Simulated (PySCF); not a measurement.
**Dipole moment and polarisability of `C[Si@H](O)C(F)(F)F`**

Species: C2H5F3OSi.
Numbering: `[CH3:1][Si@H:2]([OH:3])[C:4]([F:5])([F:6])[F:7]` (hydrogens: H8, H9, H10 on C1; H11 on Si2; H12 on O3)

Cartesian coordinates in Å at the GFN2-xTB level; atoms count from 1:
```xyz
12
C2H5F3OSi angstrom
C      1.3369   -0.9475   -0.2277
Si     0.0929    0.4373   -0.5634
O      0.5566    1.9136   -0.1006
C     -1.4666   -0.0422    0.5205
F     -1.9200   -1.2943    0.3133
F     -2.5232    0.7725    0.3240
F     -1.1905    0.0346    1.8474
H      2.2683   -0.7680   -0.7564
H      0.9581   -1.9135   -0.5489
H      1.5709   -1.0281    0.8329
H     -0.3703    0.6353   -1.9244
H      0.6880    2.1995    0.8014
```

Level: CAM-B3LYP/def2-SVPD (PySCF), static field, nuclei fixed, core orbitals frozen in the response. The polarisability tensor in these axes (au):

```
x   58.33 -2.39 -0.97
y   -2.39 56.74 -0.61
z   -0.97 -0.61 53.44
```

Q: What are the eigenvalues, a third of the trace, and Δα (Δα² = ½Σ(αi − αj)² over the three pairs)?

A: Principal values 52.89, 55.55 and 60.09 au; mean 56.17 au = 8.32 Å³ = 9.26 × 10⁻⁴⁰ C²·m²/J; Δα = 6.31 au (11 % of the mean).

Q: What is the dipole moment, and where does it point?

A: (2.75, -0.13, -0.25) D, 2.77 D in size, pointing from the negative to the positive side. Measured along this direction, the outermost atoms are F6 at the negative end and H8 at the positive end.

Q: Form Σ f/ω² (atomic units) for the 8 lowest TDDFT singlets, given as eV and f, and set it beside the mean polarisability, which is this sum over all singlets: 7.67, 0.0095; 8.24, 0.0107; 8.64, 0.0698; 8.95, 0.0095; 9.15, 0.0258; 9.27, 0.0053; 9.36, 0.0214; 9.59, 0.0233.

A: They add up to 1.66 au, 3.0 % of the 56.17 au; the largest single term is 0.69 au, from the state at 8.64 eV. Terms in order: 0.12, 0.12, 0.69, 0.09, 0.23, 0.05, 0.18, 0.19 au. Higher excitations give the rest. The strengths listed sum to 0.175.

Q: How large is μ²/3kT at 298 K beside α?

A: In Gaussian units μ²/3kT = 62.01 Å³ against 8.32 Å³, a ratio of 7.45; the Debye molar polarisation (4π/3)N_A(α + μ²/3kT) is 177.4 cm³/mol, leaving out the vibrational part.

Q: Give the principal axes and the span of the nuclei along them.

A: Largest value along (0.82, -0.57, -0.07), where the nuclei span 4.87 Å; middle along (0.49, 0.75, -0.44), 3.80 Å; least along (0.30, 0.33, 0.89), 3.27 Å. The response follows the extents in order.

The structure is a single GFN2-xTB conformer in the gas phase; no vibrational or solvent corrections.

These values come from a run that also computed excited states. Hardware: Arm Neoverse N1, one thread, shared host with 64 logical CPUs at a one-minute load of 60. Cost: 71 s, 0.86 GiB resident at most.
